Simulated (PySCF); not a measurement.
# Spinor energies of Br⁺ (bromine, charge +1)

Start: [Ar] 3d10 4s2 4p3 5s1; 4p3/2 filled at m_j = -1/2, +1/2, +3/2; 5s1/2 filled at m_j = +1/2. Calculated with PySCF 2.14 in x2c-TZVPall-2c with one added diffuse shell each of s, p, d type (7s8p5d1f, 63 functions): generalised Hartree-Fock with the X2C-1e Hamiltonian and a Gaussian nucleus; one run each with spin-orbit coupling (SO) switched off, then screened by Boettger's factors. This is a chosen level, not necessarily the ground level.

| spinor shell | electrons | ε, spin-free (eV) | ε, screened SO (eV) | weight of nominal j (screened SO) | rms radius, screened SO (bohr) |
| --- | --- | --- | --- | --- | --- |
| 1s1/2 | 2 | -13574.5 | -13574.1 | 1.000 | 0.0492 |
| 2s1/2 | 2 | -1842.7 | -1842.6 | 1.000 | 0.205 |
| 2p1/2 | 2 | -1621.9 | -1654.5 | 1.000 | 0.180 |
| 2p3/2 | 4 | -1621.9 | -1606.3 | 1.000 | 0.184 |
| 3s1/2 | 2 | -294.16 | -294.12 | 1.000 | 0.587 |
| 3p1/2 | 2 | -221.94 | -226.94 | 0.995 | 0.601 |
| 3p3/2 | 4 | -221.94 | -219.52 | 0.997 | 0.611 |
| 3d3/2 | 4 | -102.45 | -103.17 | 0.951 | 0.649 |
| 3d5/2 | 6 | -102.45 | -101.93 | 0.968 | 0.649 |
| 4s1/2 | 2 | -41.291 | -41.282 | 1.000 | 1.73 |
| 4p3/2 | 3 | -28.355 | -28.357 | 0.626 | 2.01 |
| 5s1/2 | 1 | -9.371 | -9.368 | 1.000 | 4.30 |

```tsv
quantity	spin-free	screened SO
E (hartree)	-2603.54823	-2603.68849
M_J	2	2
⟨J²⟩	6.001	6.001
⟨L²⟩	0.000	0.021
⟨S²⟩	6.001	5.968
```

Each row is a mean over spinors that exchange with the open shell spreads, by up to 9.816 eV (4s1/2).

Rows whose weight is well below 1 are mixtures of j = l ± 1/2: exchange outweighs spin-orbit coupling there, and the label is only the starting occupation.

Without spin-orbit coupling the j labels of p, d and f shells carry no meaning; the spin-free column gives the mean over the occupied spinors of each nl shell.
